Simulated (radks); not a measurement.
P V, 11 electrons, occupied as [Ne] 3d1 (not the ground configuration). All-electron calculation, non-relativistic Kohn-Sham, BLYP, spin-polarised, spherical densities, point nucleus; open shells are filled with parallel spins first. Program: a radial shooting solver on a logarithmic mesh with Libxc functionals.

Normalised radial functions P(r) = r R(r), r in bohr:

r	1s down	1s up	3d up
0.00424	0.4495	0.4495	0.0000
0.00539	0.5616	0.5616	0.0000
0.006853	0.6984	0.6984	0.0000
0.008711	0.8634	0.8634	0.0000
0.01107	1.0594	1.0594	0.0000
0.01408	1.2875	1.2875	0.0000
0.0179	1.5457	1.5457	0.0001
0.02275	1.8274	1.8274	0.0001
0.02892	2.1187	2.1187	0.0002
0.03677	2.3965	2.3965	0.0005
0.04674	2.6275	2.6275	0.0009
0.05942	2.7695	2.7695	0.0018
0.07554	2.7778	2.7778	0.0034
0.09603	2.6173	2.6173	0.0064
0.1221	2.2795	2.2795	0.0118
0.1564	1.7808	1.7808	0.0216
0.1989	1.2356	1.2355	0.0379
0.2528	0.7332	0.7332	0.0642
0.3214	0.3576	0.3576	0.1050
0.4086	0.1364	0.1364	0.1651
0.5194	0.0382	0.0382	0.2488
0.6603	0.0073	0.0073	0.3576
0.8394	0.0008	0.0008	0.4860
1.067	0.0001	0.0001	0.6167
1.356	0.0000	0.0000	0.7168
1.724	0.0000	0.0000	0.7405
2.192	0.0000	0.0000	0.6496
2.787	0.0000	0.0000	0.4613
3.543	0.0000	0.0000	0.2509
4.504	0.0000	0.0000	0.0975
5.725	0.0000	0.0000	0.0248

1s down: eigenvalue -2141.7 eV, 0 radial nodes, <r> = 0.104 bohr, 90 % of the charge inside 0.186 bohr. 1s up: eigenvalue -2141.7 eV, 0 radial nodes, <r> = 0.104 bohr, 90 % of the charge inside 0.186 bohr. 3d up: eigenvalue -35.132 eV, 0 radial nodes, <r> = 1.91 bohr, 90 % of the charge inside 2.93 bohr.
